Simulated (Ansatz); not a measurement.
## Nudged elastic band run: F3H4Si2

Input file:

```yaml
crystal:
  periodic: [false, false, false]
  atoms:
    - { symbol: Si, position_ang: [-0.009148, -0.019075, -0.994471] }
    - { symbol: F, position_ang: [-0.003672, -0.020556, 0.588463] }
    - { symbol: F, position_ang: [1.494739, 0.031099, -1.485133] }
    - { symbol: F, position_ang: [-0.722182, 1.309247, -1.476233] }
    - { symbol: H, position_ang: [-0.6863, -1.189991, -1.512576] }
    - { symbol: Si, position_ang: [-0.004343, -0.002332, 5.045266] }
    - { symbol: H, position_ang: [-0.763764, -1.185555, 5.513373] }
    - { symbol: H, position_ang: [1.40522, -0.068384, 5.496391] }
    - { symbol: H, position_ang: [-0.647748, 1.251545, 5.501919] }
magnetization:
  spin_polarized: true
  initial_magnetization: 1
basis:
  gaussian: { orbitals: def2-SVP }
hamiltonian:
  xc: hf
neb:
  order_check: false
  images: 4
  f_tol: 0.05
  max_iterations: 60
  climbing: false
  final_atoms:
    - { symbol: Si, position_ang: [0.39426163, -0.13606541, -0.28265049] }
    - { symbol: F, position_ang: [-0.17762953, -1.12265178, 2.3987902] }
    - { symbol: F, position_ang: [0.80002018, 0.54969001, -1.67740888] }
    - { symbol: F, position_ang: [0.53521553, 1.03621742, 0.81584603] }
    - { symbol: H, position_ang: [-1.02104402, -0.53481286, -0.36977322] }
    - { symbol: Si, position_ang: [-0.12456773, -0.11912078, 3.67602315] }
    - { symbol: H, position_ang: [-0.49719227, -0.9176014, 4.85732419] }
    - { symbol: H, position_ang: [1.2494613, 0.38838472, 3.80691047] }
    - { symbol: H, position_ang: [-1.0957231, 0.96195809, 3.45193755] }
  initial_path:
    images:
      - { positions_ang: [[-0.009148, -0.019075, -0.994471], [-0.003672, -0.020556, 0.588463], [1.494739, 0.031099, -1.485133], [-0.722182, 1.309247, -1.476233], [-0.6863, -1.189991, -1.512576], [-0.004343, -0.002332, 5.045266], [-0.763764, -1.185555, 5.513373], [1.40522, -0.068384, 5.496391], [-0.647748, 1.251545, 5.501919]] }
      - { positions_ang: [[-0.00518119, -0.0107621, -0.59668777], [-0.00220083, -0.01232897, 1.08907226], [1.49699879, 0.01955363, -1.10263611], [-0.7324879, 1.305378, -1.09719085], [-0.68645871, -1.18969968, -1.10258392], [-0.00291695, -0.00209127, 4.51915367], [-0.75607773, -1.17545254, 4.99442752], [1.39262066, -0.06784732, 4.98499271], [-0.64149414, 1.23924826, 4.9884515]] }
      - { positions_ang: [[-0.00121439, -0.00244921, -0.19890453], [-0.00072965, -0.00410194, 1.58968152], [1.49925858, 0.00800825, -0.72013922], [-0.7427938, 1.30150899, -0.7181487], [-0.68661741, -1.18940837, -0.69259185], [-0.0014909, -0.00185053, 3.99304135], [-0.74839146, -1.16535009, 4.47548203], [1.38002131, -0.06731064, 4.47359442], [-0.63524028, 1.22695153, 4.47498399]] }
      - { positions_ang: [[0.07946754, -0.02584729, -0.05654043], [-0.03552116, -0.2245211, 1.95174696], [1.36031482, 0.11172645, -0.7585944], [-0.49131429, 1.24690308, -0.2597329], [-0.75356621, -1.05837274, -0.46403129], [-0.02553585, -0.02520829, 3.71919278], [-0.69507712, -1.11175937, 4.34427227], [1.34886957, 0.02404311, 4.13569831], [-0.7248353, 1.16903414, 4.0649877]] }
      - { positions_ang: [[0.23686459, -0.08095635, -0.16959546], [-0.10657535, -0.67358644, 2.17526858], [1.0801675, 0.33070823, -1.21800164], [0.02195062, 1.14156025, 0.27805657], [-0.88730512, -0.7965928, -0.41690226], [-0.07505179, -0.07216454, 3.69760796], [-0.59613469, -1.01468038, 4.60079823], [1.29916544, 0.20621391, 3.97130439], [-0.9102792, 1.06549612, 3.75846263]] }
      - { positions_ang: [[0.39426163, -0.13606541, -0.28265049], [-0.17762953, -1.12265178, 2.3987902], [0.80002018, 0.54969001, -1.67740888], [0.53521553, 1.03621742, 0.81584603], [-1.02104402, -0.53481286, -0.36977322], [-0.12456773, -0.11912078, 3.67602315], [-0.49719227, -0.9176014, 4.85732419], [1.2494613, 0.38838472, 3.80691047], [-1.0957231, 0.96195809, 3.45193755]] }
```

Run as:

```bash
$ ansatz run input.yaml --threads 2 --pin off --max-ram 3072MiB --backend cpu --events-out ev --progress --plain --runs-dir out
```

Output, in part (warnings, iteration lines, the closing report on the highest movable image, with atoms numbered from 0):

```
NEB end point (image 0): max|allowed force component| = 3.700e-3 eV/Å (the criterion of neb.relax_end_points is 1.000e-2)
NEB end point (image 5): max|allowed force component| = 7.591e-3 eV/Å (the criterion of neb.relax_end_points is 1.000e-2)
NEB iter   1: max|band force component| = 2.338e1 eV/Å  barrier→ = 5.3547 eV  barrier← = 4.9476 eV  Δτ_max = 0.2000 Å  (237 SCF iters)
NEB iter   2: max|band force component| = 8.958e0 eV/Å  barrier→ = 2.1276 eV  barrier← = 1.7206 eV  Δτ_max = 0.2000 Å  (157 SCF iters)
NEB iter   3: max|band force component| = 1.468e1 eV/Å  barrier→ = 1.8527 eV  barrier← = 1.4456 eV  Δτ_max = 0.1001 Å  (153 SCF iters)
NEB iter   4: max|band force component| = 2.657e0 eV/Å  barrier→ = 0.8480 eV  barrier← = 0.4409 eV  Δτ_max = 0.1984 Å  (150 SCF iters)
NEB iter   5: max|band force component| = 1.185e0 eV/Å  barrier→ = 0.6630 eV  barrier← = 0.2559 eV  Δτ_max = 0.1960 Å  (146 SCF iters)
NEB iter   6: max|band force component| = 4.409e-1 eV/Å  barrier→ = 0.5631 eV  barrier← = 0.1561 eV  Δτ_max = 0.1976 Å  (144 SCF iters)
NEB iter   7: max|band force component| = 4.123e-1 eV/Å  barrier→ = 0.5314 eV  barrier← = 0.1244 eV  Δτ_max = 0.1569 Å  (142 SCF iters)
NEB iter   8: max|band force component| = 2.079e-1 eV/Å  barrier→ = 0.5219 eV  barrier← = 0.1148 eV  Δτ_max = 0.2000 Å  (146 SCF iters)
NEB iter   9: max|band force component| = 2.562e-1 eV/Å  barrier→ = 0.5062 eV  barrier← = 0.0991 eV  Δτ_max = 0.1006 Å  (145 SCF iters)
NEB iter  10: max|band force component| = 2.464e-1 eV/Å  barrier→ = 0.4977 eV  barrier← = 0.0906 eV  Δτ_max = 0.0993 Å  (145 SCF iters)
NEB iter  11: max|band force component| = 1.800e-1 eV/Å  barrier→ = 0.4921 eV  barrier← = 0.0850 eV  Δτ_max = 0.1002 Å  (145 SCF iters)
NEB iter  12: max|band force component| = 1.439e-1 eV/Å  barrier→ = 0.4882 eV  barrier← = 0.0811 eV  Δτ_max = 0.0999 Å  (147 SCF iters)
NEB iter  13: max|band force component| = 1.097e-1 eV/Å  barrier→ = 0.4858 eV  barrier← = 0.0787 eV  Δτ_max = 0.0997 Å  (143 SCF iters)
NEB iter  14: max|band force component| = 1.229e-1 eV/Å  barrier→ = 0.4844 eV  barrier← = 0.0773 eV  Δτ_max = 0.0500 Å  (147 SCF iters)
NEB iter  15: max|band force component| = 9.256e-2 eV/Å  barrier→ = 0.4837 eV  barrier← = 0.0766 eV  Δτ_max = 0.0500 Å  (145 SCF iters)
NEB iter  16: max|band force component| = 9.229e-2 eV/Å  barrier→ = 0.4826 eV  barrier← = 0.0755 eV  Δτ_max = 0.0500 Å  (145 SCF iters)
NEB iter  17: max|band force component| = 6.380e-2 eV/Å  barrier→ = 0.4812 eV  barrier← = 0.0741 eV  Δτ_max = 0.0500 Å  (145 SCF iters)
NEB iter  18: max|band force component| = 7.219e-2 eV/Å  barrier→ = 0.4799 eV  barrier← = 0.0728 eV  Δτ_max = 0.0251 Å  (145 SCF iters)
NEB iter  19: max|band force component| = 1.604e-1 eV/Å  barrier→ = 0.4796 eV  barrier← = 0.0725 eV  Δτ_max = 0.0125 Å  (146 SCF iters)
NEB iter  20: max|band force component| = 5.219e-2 eV/Å  barrier→ = 0.4793 eV  barrier← = 0.0722 eV  Δτ_max = 0.0250 Å  (143 SCF iters)
NEB iter  21: max|band force component| = 4.330e-2 eV/Å  barrier→ = 0.4783 eV  barrier← = 0.0712 eV  Δτ_max = 0.0000 Å  (295 SCF iters)
Total energy: -23897.11527736 eV, -878.2027883964 hartree
Atom 0 at     0.478911     0.144461    -0.566733 Å, force    -0.000122    -0.008692    -0.001038 eV/Å
Atom 1 at     0.257696     0.199943     2.464500 Å, force    -0.000741    -0.011665     0.011807 eV/Å
Atom 2 at     0.749040     0.048319    -2.148867 Å, force    -0.004177     0.006340     0.001723 eV/Å
Atom 3 at    -0.788555     1.114534    -0.404526 Å, force     0.000006    -0.002635     0.016406 eV/Å
Atom 4 at     0.111992    -1.203391    -0.094944 Å, force     0.004174     0.003332     0.000195 eV/Å
Atom 5 at    -0.112029    -0.004752     4.029696 Å, force     0.003082     0.003777    -0.010674 eV/Å
Atom 6 at    -1.188760    -1.005705     4.114657 Å, force    -0.002275     0.006451    -0.010621 eV/Å
Atom 7 at     1.102200    -0.481198     4.714100 Å, force     0.000328     0.003717     0.000708 eV/Å
Atom 8 at    -0.547693     1.293788     4.569118 Å, force    -0.000275    -0.000626    -0.008506 eV/Å
Dipole moment:     0.140991    -0.197120     0.793491 e Å
```

It converged. No image climbed, so the highest image needn't sit at the top of the path. A band with more images between the same ends climbed to 2.73 eV, so this one has probably stepped over the top.

Final band (atoms are numbered from 1 in the order of the input):

| image | path coordinate (Å) | energy (eV) | Si1–F2 (Å) | F2–Si6 (Å) |
| --- | --- | --- | --- | --- |
| 0 | 0.00 | 0.00 | 1.58 | 4.46 |
| 1 | 1.87 | 0.00 | 1.58 | 4.15 |
| 2 | 3.74 | 0.08 | 1.59 | 3.27 |
| 3 | 5.60 | 0.48 | 3.04 | 1.62 |
| 4 | 7.46 | 0.45 | 2.93 | 1.62 |
| 5 | 9.33 | 0.41 | 2.91 | 1.63 |

The run took 100 s on 2 threads of Arm Neoverse V2, with other jobs on the host, peak memory 0.25 GiB.
